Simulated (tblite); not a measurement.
Species: C₇H₉O (doublet state).
Numbering: `[CH2:1]=[CH:2][C:3]1=[CH:4][CH2:5][CH2:6][C@@H:7]1[O:8]` (hydrogens: H9, H10 on C1; H11 on C2; H12 on C4; H13, H14 on C5; H15, H16 on C6; H17 on C7)

Cartesian coordinates in Å at the GFN2-xTB level; atoms count from 1:
```
atom  x, y, z in Å
C1     2.672    0.117    0.769
C2     1.801   -0.745    0.268
C3     0.391   -0.475    0.176
C4    -0.559   -1.084   -0.531
C5    -1.890   -0.424   -0.386
C6    -1.521    0.934    0.213
C7    -0.208    0.692    1.027
O8     0.572    1.739    1.131
H9     2.281    1.075    1.121
H10    3.729   -0.061    0.842
H11    2.112   -1.705   -0.130
H12   -0.414   -1.969   -1.129
H13   -2.421   -0.330   -1.334
H14   -2.525   -0.999    0.296
H15   -1.283    1.652   -0.572
H16   -2.284    1.358    0.863
H17   -0.459    0.235    2.015
```

Level: GFN2-xTB in tblite, geometry and Hessian alike; calculated harmonic values, unscaled, isolated species. This tight-binding method is rough: wavenumbers can miss measured ones by several per cent, in bad cases by 10 to 20. One conformer, not necessarily the lowest. Open shells enter through the occupations alone, without spin polarisation, and single modes of such species can be off by tens of per cent.

Harmonic wavenumbers (cm⁻¹): 117.6, 138.5, 221.8, 252.2, 344.5, 385.3, 439.4, 499.8, 562.5, 633.5, 679.7, 725.6, 765.7, 842.9, 848.7, 899.5, 919.1, 959.9, 978.7, 996.9, 1040.4, 1074.6, 1120.6, 1156.8, 1184.6, 1208.7, 1229.1, 1262.3, 1267.4, 1290.1, 1331.7, 1351.2, 1455.1, 1470.0, 1657.8, 1662.5, 2659.6, 2893.8, 2932.5, 2981.0, 3004.3, 3008.3, 3012.0, 3095.5, 3128.6.

A = 3744, B = 1893, C = 1312 MHz; mass 109.065 u (most abundant isotopes); point group C1, symmetry number 1; spin multiplicity 2.

Problem. Zero-point energy?

Solution. Half the sum of the wavenumbers: 29845 cm⁻¹ = 357.03 kJ/mol.

Problem. Give the ideal-gas entropy at 200 K and 1 bar in the rigid-rotor, harmonic-oscillator model (classical rotation).

Solution. Translation 159.07, rotation 111.91, vibration 38.53, spin (R ln 2) 5.76: S = 315.3 J/(mol K).

Problem. And Cp and H(200 K) − H(0)?

Solution. Cp = 91.61 J/(mol K), of which vibrations give 58.35 (their classical limit is 45 R = 374.2); H(200 K) − H(0) = 11.52 kJ/mol without the zero-point energy, 4.87 from vibrations.

Problem. How do the functions run with temperature in this model?

Solution. 
| T (K) | S (J/(mol K)) | Cp (J/(mol K)) | H − H(0) (kJ/mol) | G − H(0) (kJ/mol) | ln q(vib) |
| --- | --- | --- | --- | --- | --- |
| 150 | 291.7 | 73.2 | 7.40 | -36.36 | 1.02 |
| 250 | 337.9 | 111.8 | 16.60 | -67.87 | 2.47 |
| 298.15 | 359.3 | 132.2 | 22.47 | -84.65 | 3.27 |
| 400 | 404.0 | 173.5 | 38.08 | -123.53 | 5.09 |
| 600 | 487.1 | 236.0 | 79.46 | -212.78 | 8.97 |
| 900 | 594.7 | 293.7 | 159.70 | -375.55 | 14.89 |

q(vib) and H(0) count from the zero-point level.

Problem. Which modes carry the vibrational entropy at 200 K?

Solution. 117.6 cm⁻¹: 9.95; 138.5 cm⁻¹: 8.68; 221.8 cm⁻¹: 5.26; 252.2 cm⁻¹: 4.42; 344.5 cm⁻¹: 2.62; 385.3 cm⁻¹: 2.07 J/(mol K); the other 39 give 5.53 together.

Hindered rotation and anharmonicity are outside this model. Other conformers, if any are populated, would add a mixing term that is left out. The structure is chiral; the term R ln 2 for an equal mix with its mirror image is left out.
